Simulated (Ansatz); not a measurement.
Reaction (ligand exchange at the Sn–C bond): `[SiH3][SnH2][CH2]Cl` + HCl → `[SiH3][SnH2][Cl]` + `CCl`

Calculated with Ansatz (gas phase, PBE0-D4/def2-TZVP geometries, no zero-point term in ΔE). CCSD(T)/CBS is the MP2 limit (def2-TZVPP, def2-QZVPP) plus CCSD(T) − MP2 in def2-TZVPP, frozen cores. This one scheme is used for every species. Functionals use def2-TZVPP. def2 core potentials past Kr. For Sn outer-core shells are correlated without core-valence functions, which leaves a few kJ/mol of doubt a bond. One conformer a species, not always the lowest.

`[SiH3][SnH2][CH2]Cl`:

Cartesian coordinates in Å:
```
Si 0.495 0.151 1.926
Sn -1.018 -0.111 -0.121
C 0.248 -0.191 -1.876
Cl 1.478 1.098 -1.803
H 1.603 -0.837 1.849
H -0.284 -0.098 3.169
H 1.061 1.522 1.976
H -2.084 1.209 -0.320
H -1.943 -1.554 -0.078
H 0.772 -1.143 -1.933
H -0.328 -0.046 -2.788
```

HCl:

```xyz
2

Cl   -0.196   -0.608    0.034
H     0.196    0.608   -0.034
```

`[SiH3][SnH2][Cl]`:

```xyz
8

Si   -0.872    0.769    0.707
Sn    0.623   -0.666   -0.796
Cl    2.497   -1.182    0.519
H    -2.101    1.155   -0.035
H    -0.125    1.989    1.105
H    -1.242   -0.018    1.910
H    -0.032   -2.177   -1.242
H     1.252    0.130   -2.167
```

`CCl`:

Z-matrix (Å, degrees):
```
C
Cl 1 1.773
H 1 1.088 2 108.6
H 1 1.087 2 108.7 3 -120.0
H 1 1.088 2 108.7 3 120.0
```

(1) Is it downhill or uphill in electronic energy at CCSD(T)/CBS, and by how much? (Best estimate.)

(2) What do these levels give: PBE-D4, ωB97X-V, HF/def2-TZVPP, CCSD/def2-TZVPP, CCSD(T)/def2-TZVPP, HF/def2-QZVPP? (An estimate is asked.)

Largest T1 diagnostic among the species: 0.012.

Answers

(1) The calculation gave: Downhill: ΔE = -114.9 kJ/mol.

(2) The calculation gave: PBE-D4 -115.4, ωB97X-V -121.6, HF/def2-TZVPP -147.1, CCSD/def2-TZVPP -113.7, CCSD(T)/def2-TZVPP -109.7, HF/def2-QZVPP -148.5 kJ/mol.

The D4 term adds +7.1 kJ/mol with B3LYP and +4.1 kJ/mol with PBE0; it sums over pairs of atoms, weighted by their polarisabilities, and B3LYP, whose exchange is more repulsive, gets the larger term. From PBE to PBE0 (25 % exact exchange), in def2-TZVPP and without D4, ΔE moves by −3.8 kJ/mol.

B3LYP here is the variant with VWN-RPA as its local correlation; programs differ in this.
